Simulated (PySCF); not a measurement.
GeH₂, SMILES [GeH2] (connectivity only; charge and spin as stated), neutral, multiplicity 1.

Geometry: B3LYP-D3(BJ)/def2-TZVPD. The isomer is the one that the SMILES or the coordinates give; other isomers of the formula were not compared.

Two levels are set side by side: PBE/def2-TZVPD (PySCF) and B3LYP/def2-TZVPD (PySCF). Same geometry, gas phase. Differences are taken from unrounded values.

```tsv
quantity	B3LYP	PBE	PBE minus B3LYP
orbital gap (eV)	3.45	1.94	-1.51
highest occupied level (eV)	-6.77	-5.90	0.88
lowest empty level (eV)	-3.32	-3.95	-0.63
dipole moment (D)	0.28	0.22	-0.06
mean polarisability (bohr³)	38.1	38.8	0.7
```

PBE's occupied levels lie high since its potential decays too fast outside the molecule; exact exchange lowers them and widens the gap. Differences between two approximate levels are no errors against the true value.

Rough cost on one machine, each run with all the roots and properties that it gave: B3LYP against PBE within a factor of 2.
